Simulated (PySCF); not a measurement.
Computed IR spectrum (relative IR intensity) of a molecule FH6NSi2. Coordinates come from a PBE0-D3(BJ)/def2-SVP optimisation. The values are those of a single conformer. Calculation: PBE0-D3(BJ)/def2-SVP (PySCF 2.14.0). Frequencies are harmonic and unscaled.

ν (cm⁻¹): 106 (vw), 141 (w), 400 (w), 416 (vw), 443 (s), 528 (w), 703 (vw), 738 (vw), 834 (w), 843 (w), 845 (vs), 892 (m), 925 (m), 949 (m), 1549 (w), 2205 (m), 2216 (w), 2221 (m), 2228 (m), 3601 (w), 3698 (w) (against the strongest line: vs over 80 %, s over 45 %, m over 15 %, w over 4 %, vw less)

Q: Which structure fits?
A) N[Si@H](F)[SiH3]
B) F[SiH2]N[SiH3]
C) N[SiH2][SiH2]F

A: C, N[SiH2][SiH2]F
